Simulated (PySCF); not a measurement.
## UHF on B⁺ (boron, charge +1)

Configuration: [He] 2s1 3s1, high-spin 3S determinant (an excited configuration). Computed with PySCF 2.14 in aug-cc-pVDZ (4s3p2d, 23 functions), with the non-relativistic Hamiltonian (point nucleus).

* Total energy: -23.689528 hartree
* One-electron energy: -28.7248 hartree
* Hartree (Coulomb) energy: 8.3568 hartree
* Exchange energy: -3.3215 hartree
* Kinetic energy: 23.42916 hartree
* ⟨S²⟩: 2.0000
* ⟨L²⟩: 0.000
* Sum of ⟨r⟩: 7.413 bohr
* Sum of ⟨r²⟩: 32.85 bohr²
* Density at the nucleus (Gaussians lack the cusp): 67.9 bohr⁻³
* Spin density at the nucleus: 1.68 bohr⁻³
* Langevin diamagnetic susceptibility: -26.0 ×10⁻⁶ cm³/mol

```
shell  electrons  mean orbital energy (hartree)  rms radius, mean of both spins (bohr)
 1s α          1                       -8.61049                                  0.378
 1s β          1                       -8.55493                                  0.378
 2s α          1                       -1.17101                                   1.79
 3s α          1                       -0.31785                                   5.42
```

The outer electron is Rydberg-like, and this basis confines it to a smaller radius and binds it less than a complete one would.
